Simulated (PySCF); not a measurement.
Unrelated species, one level of theory. Computed, not measured: TDDFT wB97X-D/def2-SVPD, vertical, gas phase, core orbitals frozen in the response (PySCF 2.14.0, density-fitted response routines). Geometries: GFN2-xTB; one conformer of each isolated species. Triplets are in the Tamm–Dancoff approximation. 'Strongest' means the level of largest summed f among the lowest 8 singlets; it needn't be the same kind of state in each.

**Question.** Rank by computed HOMO energy, highest first.
A. `C#C[Si@@H](F)C(F)(F)F`
B. `C=C(C)[C@H]1CC(=O)O1`
C. `COC[C@H]1C=CC1=O`
D. `c1c(ccc(c1)Cl)OC`
E. `CC1=COC=C(C)O1`
F. `O(C(C)=O)C(CC#N)=O`

**Answer.** E (-7.21 eV), D (-8.24 eV), C (-9.32 eV), B (-9.54 eV), F (-10.30 eV), A (-11.01 eV).

| SMILES | HOMO (eV) | f (S1) | f (strongest) | LUMO (eV) | T1 (eV) | gap (eV) | S1 mainly |
| --- | --- | --- | --- | --- | --- | --- | --- |
| CC1=COC=C(C)O1 | -7.21 | 0.003 | 0.05 | 2.02 | 3.35 | 9.23 | H→L (99%) |
| COc1ccc(Cl)cc1 | -8.24 | 0.031 | 0.67 | 1.14 | 4.01 | 9.38 | H→L (84%) |
| COC[C@H]1C=CC1=O | -9.32 | 0.000 | 0.11 | 0.20 | 3.58 | 9.52 | H→L (94%) |
| C=C(C)[C@H]1CC(=O)O1 | -9.54 | 0.000 | 0.36 | 1.73 | 4.57 | 11.27 | H-1→L+1 (79%) |
| CC(=O)OC(=O)CC#N | -10.30 | 0.002 | 0.09 | 0.32 | 4.59 | 10.62 | H→L (88%) |
| C#C[Si@@H](F)C(F)(F)F | -11.01 | 0.000 | 0.53 | 0.41 | 5.01 | 11.43 | H→L (77%) |

H and L stand for HOMO and LUMO.
